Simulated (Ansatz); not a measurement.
`C[O][Ge]([CH3])([OH])[Cl]` + HCl → `C[O][Ge]([OH])([Cl])[Cl]` + CH₄  (ligand exchange at a Ge–C bond)

Isolated molecules relaxed with PBE0-D4/def2-TZVP in Ansatz; ΔE leaves out vibrations. CBS: MP2 limit from def2 TZ/QZ plus the TZ coupled-cluster correction, frozen cores. This one scheme is used for every species. Functionals use def2-TZVPP. B3LYP here is the variant with VWN-RPA as its local correlation; programs differ in this. For Ge outer-core shells are correlated without core-valence functions, which leaves a few kJ/mol of doubt a bond. Scalar relativity is left out up to krypton. Each species was taken in one conformer, which may not be the lowest.

`C[O][Ge]([CH3])([OH])[Cl]`:

Cartesian coordinates in Å:
```
C 1.633 1.400 0.507
O 0.822 0.288 0.824
Ge -0.349 -0.321 -0.337
C -1.317 -1.760 0.480
O -1.418 0.984 -0.862
Cl 0.732 -0.928 -2.112
H 1.032 2.284 0.267
H 2.300 1.186 -0.336
H 2.244 1.624 1.383
H -1.913 -1.363 1.301
H -0.614 -2.497 0.865
H -1.973 -2.226 -0.254
H -1.179 1.329 -1.726
```

HCl:

```xyz
2

Cl    0.066    0.335   -0.540
H    -0.066   -0.335    0.540
```

`C[O][Ge]([OH])([Cl])[Cl]`:

Cartesian coordinates in Å:
```
C -1.381 -0.140 0.887
O -0.275 -0.713 0.211
Ge 0.907 0.289 -0.596
O 2.085 -0.796 -1.287
Cl 1.835 1.625 0.773
Cl 0.001 1.465 -2.119
H -1.969 -0.962 1.296
H -1.058 0.505 1.709
H -2.012 0.438 0.205
H 1.867 -1.711 -1.079
```

CH₄:

```xyz
5

C     0.000    0.000    0.000
H     0.815   -0.118    0.714
H     0.403    0.011   -1.012
H    -0.520    0.938    0.194
H    -0.697   -0.831    0.104
```

Problem. Is it downhill or uphill in electronic energy at CCSD(T)/CBS, and by how much? (An estimate is asked.)

Solution. The calculation gave: Downhill: ΔE = -63.8 kJ/mol.

Problem. What do these levels give: B3LYP-D4, B2PLYP, PBE, r2SCAN, B3LYP, HF/def2-TZVPP, CCSD(T)/def2-TZVPP, HF/def2-QZVPP, SCS-MP2/def2-QZVPP, HF/CBS(def2), MP2/CBS(def2), CCSD/CBS(def2)? (Best estimate.)

Solution. The calculation gave: B3LYP-D4 -72.0, B2PLYP -71.3, PBE -68.7, r2SCAN -73.5, B3LYP -71.7, HF/def2-TZVPP -80.3, CCSD(T)/def2-TZVPP -65.1, HF/def2-QZVPP -80.3, SCS-MP2/def2-QZVPP -68.5, HF/CBS(def2) -80.3, MP2/CBS(def2) -66.6, CCSD/CBS(def2) -63.7 kJ/mol.

Largest T1 diagnostic among the species: 0.011.

In def2-TZVPP, CCSD(T) changes the Hartree–Fock value by +15.2 kJ/mol (the triples alone add −0.1 kJ/mol) and MP2 by +12.5 kJ/mol.
